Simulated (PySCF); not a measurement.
These 3 structures share the formula C8H21NSi. Method: PBE0-D3(BJ)/def2-SVP geometry optimisation, gas phase in PySCF. Energies are electronic, without zero-point or thermal terms, for one conformer each. No frequencies were run at this level. Point groups hold within 0.08 Å.

Question: Order them by energy at this level, lowest first, and give relative energies in kcal/mol.
A. `C[SiH](N(C(C)C)C(C)C)C` (SiHMe2(NiPr2))
B. `[CH3:1][CH2:2][SiH2:3][N:4]([CH:5]([CH3:6])[CH3:7])[CH:8]([CH3:9])[CH3:10]` with C1–C2–Si3–N4 59°, C2–Si3–N4–C5 -120°, Si3–N4–C5–C6 -63°, Si3–N4–C8–C9 112°
C. `[CH3:1][CH2:2][C:3]([CH3:4])([CH3:5])[N:6]([SiH3:7])[CH:8]([CH3:9])[CH3:10]` with C1–C2–C3–C4 -53°, C2–C3–N6–Si7 33°, C3–N6–C8–C9 124°

Answer: A (0.0), B (11.1), C (21.3).

```
                    SMILES      E (Eh)  E rel (kcal/mol)  dipole (D)  point group       A, B, C (MHz)
[H][Si](C)(C)N(C(C)C)C(C)C  -660.87541               0.0        0.77      near Cs  1110, 892.0, 781.0
     CC[SiH2]N(C(C)C)C(C)C  -660.85765              11.1        0.99           C1  1197, 840.3, 708.8
   CCC(C)(C)N([SiH3])C(C)C  -660.84145              21.3        1.36           C1  1357, 874.5, 779.0
```

Question: How do the relative energies change in single points at PBE0/pcSseg-1 (no added dispersion term) on the same geometries?

Answer: 
| SMILES | PBE0-D3(BJ)/def2-SVP (kcal/mol) | PBE0/pcSseg-1 (kcal/mol) | shift |
| --- | --- | --- | --- |
| [H][Si](C)(C)N(C(C)C)C(C)C | 0.0 | 0.0 | 0.0 |
| CC[SiH2]N(C(C)C)C(C)C | 11.1 | 11.8 | +0.7 |
| CCC(C)(C)N([SiH3])C(C)C | 21.3 | 23.1 | +1.8 |

Each column counts from its own lowest isomer. The order is unchanged; the largest shift is 1.8 kcal/mol.
